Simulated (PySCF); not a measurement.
# Static response to an electric field

C₂H₁₁BO₂SeSi₂.
Numbering: `[CH3:1][O:2][B:3]([O:4][CH3:5])[SiH2:6][Se:7][SiH3:8]` (hydrogens: H9, H10, H11 on C1; H12, H13, H14 on C5; H15, H16 on Si6; H17, H18, H19 on Si8)

Cartesian coordinates in Å at the PBE0-D3(BJ)/def2-SVP level; atoms count from 1:
```
atom  x, y, z in Å
C1    -1.796    1.575    0.840
O2    -1.974    0.260    0.387
B3    -1.012   -0.507   -0.180
O4    -1.322   -1.745   -0.624
C5    -2.622   -2.285   -0.541
Si6    0.934    0.048   -0.446
Se7    1.823    0.561    1.624
Si8    3.962    0.813    0.868
H9    -0.745    1.904    0.776
H10   -2.112    1.644    1.891
H11   -2.417    2.260    0.243
H12   -2.681   -2.983    0.309
H13   -2.825   -2.846   -1.464
H14   -3.383   -1.502   -0.409
H15    1.091    1.255   -1.324
H16    1.742   -1.051   -1.057
H17    4.054    1.924   -0.127
H18    4.806    1.131    2.057
H19    4.450   -0.444    0.225
```

Level: CAM-B3LYP/def2-SVPD (PySCF), static field, nuclei fixed, core orbitals frozen in the response. The polarisability tensor in these axes (au):

```
x   162.09  12.72   7.86
y    12.72 121.38   9.73
z     7.86   9.73 118.79
```

Question: What are the eigenvalues, a third of the trace, and Δα (Δα² = ½Σ(αi − αj)² over the three pairs)?

Answer: Principal values 110.12, 124.22 and 167.92 au; mean 134.09 au = 19.87 Å³ = 22.11 × 10⁻⁴⁰ C²·m²/J; Δα = 52.20 au (39 % of the mean).

Question: What is the dipole moment, and where does it point?

Answer: (-1.70, 0.56, -0.44) D, 1.84 D in size, pointing from the negative to the positive side. Measured along this direction, the outermost atoms are H18 at the negative end and H11 and H14 at the positive end.

Question: Form Σ f/ω² (atomic units) for the 10 lowest TDDFT singlets, given as eV and f, and set it beside the mean polarisability, which is this sum over all singlets: 5.18, 0.0155; 5.46, 0.0010; 6.22, 0.0008; 6.24, 0.0482; 6.55, 0.0208; 6.63, 0.0092; 6.93, 0.1114; 7.06, 0.0114; 7.19, 0.0078; 7.26, 0.0148.

Answer: They add up to 4.10 au, 3.1 % of the 134.09 au; the largest single term is 1.72 au, from the state at 6.93 eV. Terms in order: 0.43, 0.02, 0.02, 0.91, 0.36, 0.16, 1.72, 0.17, 0.11, 0.21 au. Higher excitations give the rest. The strengths listed sum to 0.241.

Question: Molar refractivity from α?

Answer: Lorentz–Lorenz: R = (4π/3)N_A α = 2.5225 cm³/(mol·Å³) × 19.87 Å³ = 50.1 cm³/mol, in the limit of long wavelengths.

Question: In a dilute gas of rigid molecules at 298 K, how does the orientational term μ²/3kT compare with the electronic polarisability?

Answer: In Gaussian units μ²/3kT = 27.56 Å³ against 19.87 Å³, a ratio of 1.39; the Debye molar polarisation (4π/3)N_A(α + μ²/3kT) is 119.6 cm³/mol, leaving out the vibrational part.

Question: Rayleigh depolarisation ratio (linearly polarised light, static tensor)?

Answer: ρ = 3Δα²/(45ᾱ² + 4Δα²) = 8174.0/(809062 + 10898.6) = 0.00997.

Isolated species at its PBE0-D3(BJ)/def2-SVP geometry (one conformer only). The calculation is non-relativistic, for selenium too.
